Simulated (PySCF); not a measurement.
**Pauling's electronegativity from computed bond energies: partners of Br**

PBE in PySCF with def2-TZVPP on every atom (core potentials on Cs), for the lowest determinant that a PBE0 search found; no spin–orbit coupling. De of Br2 is 2.49 eV.

| B | De(B₂) (eV) | De(BrB) (eV) |
| --- | --- | --- |
| Cs | 0.49 | 4.05 |
| K | 0.58 | 3.88 |
| Na | 0.77 | 3.71 |

Q: With Δ = De(BrB) − [De(Br₂) + De(B₂)]/2, give Δ and the electronegativity difference √(Δ/eV).

A: 

| B | Δ (eV) | √Δ |
| --- | --- | --- |
| Cs | 2.56 | 1.60 |
| K | 2.35 | 1.53 |
| Na | 2.08 | 1.44 |

The rule was made for single bonds and measured bond energies; here it is fed with computed well depths. With the arithmetic mean Δ turns negative when the two homonuclear bonds differ much, as for alkali hydrides.

Closed-shell solutions of metal pairs were not tested for spin polarisation, which can lower them a little. Weak bonds: Cs2. Basis-set superposition, not corrected here, can be much of De in a small basis, most of all at correlated wavefunction levels. Functionals without a dispersion term scatter widely for such bonds, and LDA overbinds them. Spin–orbit coupling is left out, which matters for elements this heavy, above all for dissociation energies.
